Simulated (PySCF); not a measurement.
# C₆ coefficients of unlike pairs at PBE

Calculated with PySCF 2.14 from the dipole response of each species, C₆(A,B) = (3/π) ∫ α_A(iu) α_B(iu) du, in atomic units, from isotropic polarisabilities. For ions this is the dispersion term alone; charge-induced terms of lower order in 1/R come first.

| species | configuration | basis | relativity | α (bohr³) | C₆ (like pair) |
| --- | --- | --- | --- | --- | --- |
| Ar⁺ | [Ne] 3s2 3p5 (2P) | dyall-acv3z (19s12p6d4f) | none | 7.045 | 31.94 |
| Ne⁺ | [He] 2s2 2p5 (2P) | x2c-QZVPPall with one added diffuse shell each of s, p, d, f type (8s5p4d3f1g) | spin-free X2C | 1.400 | 2.464 |
| Hg²⁺ | [Xe] 4f14 5d10 (1S) | aug-cc-pVTZ-PP with one added diffuse shell each of s, p, d, f, g type with ECP60MDF (7s7p6d4f3g) | core potential | 8.197 | 53.41 |
| In²⁺ | [Kr] 4d10 5s1 (2S) | x2c-TZVPPall with one added diffuse shell each of s, p, d, f type (9s7p5d3f) | spin-free X2C | 13.31 | 63.62 |

Estimate C₆ for Hg²⁺ with Ar⁺.

The integral gives 40.78. The combination rule 2 C_A C_B / (C_A α_B/α_A + C_B α_A/α_B) gives 41.07 and the geometric mean 41.30.

No spin-orbit coupling is included.

The other pairs:

```json
{"pair": "Hg²⁺, Ne⁺", "C₆": "11.29"}
{"pair": "In²⁺, Ne⁺", "C₆": "11.45"}
{"pair": "In²⁺, Hg²⁺", "C₆": "56.23"}
{"pair": "In²⁺, Ar⁺", "C₆": "44.16"}
{"pair": "Ne⁺, Ar⁺", "C₆": "8.384"}
```
